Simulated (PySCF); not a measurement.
# Spinor energies of N³⁺ (nitrogen, charge +3)

Start: [He] 2s2. Calculated with PySCF 2.14 in an uncontracted even-tempered set (18 s from 0.21 bohr⁻², ratio 2.4; 10 p from 0.27 bohr⁻², ratio 2.4; 5 d from 1.1 bohr⁻², ratio 2.6; 5 f from 1.7 bohr⁻², ratio 2.6): generalised Hartree-Fock with the X2C-1e Hamiltonian and a Gaussian nucleus; one run each with spin-orbit coupling (SO) switched off, then screened by Boettger's factors.

| spinor shell | electrons | ε, spin-free (eV) | ε, screened SO (eV) | weight of nominal j (screened SO) | rms radius, screened SO (bohr) |
| --- | --- | --- | --- | --- | --- |
| 1s1/2 | 2 | -493.30 | -493.30 | 1.000 | 0.263 |
| 2s1/2 | 2 | -75.332 | -75.332 | 1.000 | 1.20 |

| quantity | spin-free | screened SO |
| --- | --- | --- |
| E (hartree) | -51.11221 | -51.11221 |
| M_J | 0 | 0 |
| ⟨J²⟩ | 0.000 | 0.000 |
| ⟨L²⟩ | 0.000 | 0.000 |
| ⟨S²⟩ | 0.000 | 0.000 |

Without spin-orbit coupling the j labels of p, d and f shells carry no meaning; the spin-free column gives the mean over the occupied spinors of each nl shell.
